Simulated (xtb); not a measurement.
Species: CHF2, SMILES `F[CH]F` (charge 0, multiplicity 2).

Question: Give a relaxed geometry from GFN2-xTB run with xtb.

Answer: the end point of this relaxation (outside a Z-matrix the atoms follow the SMILES, hydrogens last).
Z-matrix (Å, degrees):
```
C
F 1 1.3258
F 1 1.3258 2 111.50
H 1 1.0804 2 115.93 3 -135.54
```
